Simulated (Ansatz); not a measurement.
`N#[C][Ge]([F])([F])[F]` + H–F → `[F][Ge]([F])([F])[F]` + `C#N` at 400 K and 1 bar (ligand exchange at a Ge–C bond).

Program: Ansatz. Geometries: PBE0-D4/def2-TZVP. ΔE: electronic, gas phase. CBS: MP2 limit from def2 TZ/QZ plus the TZ coupled-cluster correction, frozen cores. This one scheme is used for every species. For Ge outer-core shells are correlated without core-valence functions, which leaves a few kJ/mol of doubt a bond. Scalar relativity is left out up to krypton.

```tsv
species	CCSD(T)/CBS energy (Eh)	H − E (kJ/mol)	S (J/(mol·K))
`N#[C][Ge]([F])([F])[F]`	-2468.33469	72.3	372.3
H–F	-100.39570	36.5	182.2
`[F][Ge]([F])([F])[F]`	-2475.42984	52.1	328.5
`C#N`	-93.32098	56.1	211.9
```

H − E and S are ideal-gas, rigid-rotor, harmonic terms from PBE0-D4/def2-TZVP. 1 Eh = 2625.50 kJ/mol, R = 8.31446 J/(mol·K).

Question: By hand: ΔE, ΔH, ΔS and ΔG.

Answer: ΔE = (-2475.42984) + (-93.32098) − (-2468.33469) − (-100.39570) = -0.02043 Eh = -53.6 kJ/mol. Δ(H − E) = 52.1 + 56.1 − 72.3 − 36.5 = -0.6, so ΔH = -54.2 kJ/mol. ΔS = 328.5 + 211.9 − 372.3 − 182.2 = -14.1 J/(mol·K). ΔG = -54.2 − 400 × (-14.1)/1000 = -48.6 kJ/mol.

Question: By hand: the equilibrium constant, and the temperature at which ΔG would vanish if ΔH and ΔS stayed fixed.

Answer: log₁₀ K = −ΔG/(RT ln 10) = 6.3. ΔG = 0 at ΔH/ΔS = 3844 K, far beyond where these terms or the molecules hold.

The number of gas molecules stays the same, so ΔS is small and ΔH decides. A doubt of 5 kJ/mol in ΔE shifts log₁₀ K by 0.7 here. These are equilibria of isolated gas molecules and say nothing of rates. Largest T1 diagnostic: 0.014 (customary marks: 0.02 for closed shells, 0.045 for open ones).
